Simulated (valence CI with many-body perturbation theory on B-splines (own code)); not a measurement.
## Which ion has this spectrum?

A relativistic CI+MBPT calculation for an atom or ion with 6 electrons gives these levels (× 10³ cm⁻¹):

```csv
J,Parity,E,g
0,even,0.00,
1,even,7702.3,1.47
2,even,7846.5,1.14
2,odd,9828.4,1.51
1,odd,10467,1.11
2,even,15707,1.29
0,even,16157,
2,odd,17324,1.55
3,odd,17666,1.30
0,odd,18103,
1,odd,18267,1.30
2,odd,18346,1.05
1,odd,18377,1.31
2,even,20600,1.31
```

The energies are calculated, and their last digits are not significant.

(1) Which is it?
A. Tm63+
B. Dy60+
C. Tb59+
D. Er62+

## Answers

(1) D. Er62+, ground level (2s^2 2p1/2^2) J=0.
